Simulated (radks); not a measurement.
Results of a calculation; reference values are marked as such.
Question: These are the eigenvalues of the occupied orbitals of an atom or ion with whole-number occupations (hartree). Level of theory: Dirac Kohn-Sham, PW91, spin-unpolarised, spherical densities, finite nucleus; Fermi nuclear charge, rms radius of each element as measured or else 0.836 A^(1/3) + 0.57 fm (a radial shooting solver on a logarithmic mesh with Libxc functionals).

orbital  eigenvalue
1s1/2     -1113.002
2s1/2     -169.3108
2p1/2     -158.4144
2p3/2     -149.1567
3s1/2     -33.18586
3p1/2     -28.72951
3p3/2     -27.02143
3d3/2     -19.14623
3d5/2     -18.79124
4s1/2      -5.45545
4p1/2      -3.94807
4p3/2      -3.63180
4d3/2      -1.24947
4d5/2      -1.20374
5s1/2      -0.46757
5p1/2      -0.18990
5p3/2      -0.16764

Which element is it, and in what charge state? The configuration may be excited. Open shells, if any, fill j = l - 1/2 first.

Answer: Z = 51, antimony, charge 0: Sb in [Kr] 4d10 5s2 5p3. The list shows which subshells hold electrons but not how many an open one holds; the 1s level, -1113 hartree, gives Z - s = 47.2 by -(Z - s)^2/2, which with screening and relativity narrows Z to a few neighbours, and the depths of the outer levels then fix element, charge and occupations together.
